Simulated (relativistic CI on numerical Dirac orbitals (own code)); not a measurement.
What each ingredient does to the levels of Ge III

Base calculation: Dirac-Coulomb-Breit CI, orbitals from a KLI potential per configuration, a model potential for QED, valence Slater integrals scaled by 0.85, P86 correlation energy added to each configuration.

CI space (outside the closed core [Ar] 3d10): 4s2, 4s 4p, 4p2, 4s 4d, 4s 4f, 4d2, 4s 5s, 4s 5p, 4p 4d, 4s 6s, 4s 5d, 4f2, 4s 6p, 4p 4f, 4s 5f, 4s 5g. Levels of other configurations are missing.

The lowest level and the first level of each name with at least 55 % of one term (blank where a level has no safe partner in the second run):

| Level | Base (cm⁻¹) | Shift (cm⁻¹) |
| --- | --- | --- |
| 4s2 1S_0 | 0.0 | 0.0 |
| 4s 4p 3P°_0 | 58076.7 | -1584.2 |
| 4s 4p 3P°_1 | 58795.2 | -2302.7 |
| 4s 4p 3P°_2 | 60319.1 | -3826.7 |
| 4s 4p 1P°_1 | 89677.3 | -3259.8 |
| 4p2 1D_2 | 140839.3 | -5698.1 |
| 4p2 3P_0 | 143850.1 | -4966.2 |
| 4p2 3P_1 | 144708.6 | -5824.7 |
| 4p2 3P_2 | 146290.2 | -7406.2 |
| 4s 5s 3S_1 | 155027.3 | -2583.3 |
| 4s 4d 3D_1 | 158763.7 | -3909.4 |
| 4s 4d 3D_2 | 158823.7 | -3969.4 |
| 4s 4d 3D_3 | 158914.7 | -4060.4 |
| 4s 5s 1S_0 | 160852.3 | -2677.3 |
| 4p2 1S_0 | 170972.5 | -6663.5 |
| 4s 4d 1D_2 | 175421.3 | -4483.2 |
| 4s 5p 3P°_0 | 177970.6 | -2972.4 |
| 4s 5p 3P°_1 | 178149.5 | -3151.4 |
| 4s 5p 3P°_2 | 178564.1 | -3565.9 |
| 4s 5p 1P°_1 | 182682.8 | -3502.3 |
| 4s 6s 3S_1 | 207442.8 | -3172.3 |
| 4s 4f 3F°_2 | 208770.9 | -3814.2 |

Correlation outside the listed configurations is missing or only estimated: errors of thousands of cm⁻¹ between configurations and terms are usual at this charge. Rates and lifetimes follow the computed energies and can be off by large factors. The fine structure of a lone outer electron comes out too small, for d and f at times inverted, and misplaced configurations move strength between like terms. 34 of the 44 excited levels that our extract of the measured tables holds in this range could be paired (the sources list more); they are missed by 3290 cm⁻¹ on average and 6193 at most, and levels without a partner can miss by more.

(1) One thing was changed in a second run, which moved the levels as shown. Which?
A. Breit term removed
B. no correlation estimate
C. QED terms removed
D. non-relativistic limit
E. configuration mixing switched off
F. Slater integrals left unscaled

## Answers

(1) D. Non-relativistic limit. Without relativity the fine structure collapses and s electrons lose their extra binding.

LS names give the leading component of a level, which can be under half, so a name can repeat, a term be missing and a line seem to break the LS rules.
